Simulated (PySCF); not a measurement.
Mn (manganese, neutral): UHF calculation

Configuration: [Ar] 3d5 4s1 4p1, high-spin 8P determinant (an excited configuration). All numbers are calculated (PySCF 2.14, the non-relativistic Hamiltonian (point nucleus), in aug-cc-pVQZ).

* Total energy: -1149.829858 hartree
* One-electron energy: -1584.3653 hartree
* Hartree (Coulomb) energy: 485.5985 hartree
* Exchange energy: -51.0631 hartree
* Kinetic energy: 1149.87182 hartree
* ⟨S²⟩: 15.7504
* ⟨L²⟩: 2.033
* Sum of ⟨r⟩: 22.25 bohr
* Sum of ⟨r²⟩: 47.11 bohr²
* Traceless quadrupole moment −½Σ⟨3z² − r²⟩ along its main axis: -8.63 e·bohr²
* Density at the nucleus (Gaussians lack the cusp): 10500 bohr⁻³
* Spin density at the nucleus: 2.82 bohr⁻³
* Langevin diamagnetic susceptibility: -37.3 ×10⁻⁶ cm³/mol

| shell | electrons | mean orbital energy (eV) | spread (eV) | rms radius, mean of both spins (bohr) |
| --- | --- | --- | --- | --- |
| 1s α | 1 | -6546.3 | 0 | 0.0713 |
| 1s β | 1 | -6546.2 | 0 | 0.0713 |
| 2s α | 1 | -795.02 | 0 | 0.305 |
| 2s β | 1 | -791.29 | 0 | 0.305 |
| 2p α | 3 | -678.07 | 0.025 | 0.274 |
| 2p β | 3 | -674.45 | 0.070 | 0.274 |
| 3s α | 1 | -110.54 | 0 | 0.924 |
| 3s β | 1 | -99.113 | 0 | 0.924 |
| 3p α | 3 | -75.336 | 0.038 | 0.990 |
| 3p β | 3 | -61.675 | 0.280 | 0.990 |
| 3d α | 5 | -18.492 | 0.189 | 1.29 |
| 4s α | 1 | -9.495 | 0 | 3.38 |
| 4p α | 1 | -5.088 | 0 | 4.38 |

Spin-orbit constants ζ (cm⁻¹) from the X2C one-electron operator on these orbitals (non-relativistic here): bare nucleus, nucleus screened by l(l+1)(2l+1)/3 electrons, and screened by the Breit-Pauli mean field of the electrons.

```
shell   bare  screened nucleus  mean field
   2p  57130             52560         n/a
   3p   6806              6262         n/a
   3d  603.6             362.1         n/a
   4p  237.7             218.7         n/a
```

To first order the Landé constant is A = 31.25 cm⁻¹, so the lowest level has J = 5/2 and lies 0.0174 eV below the centre of the term. This holds in LS coupling only.
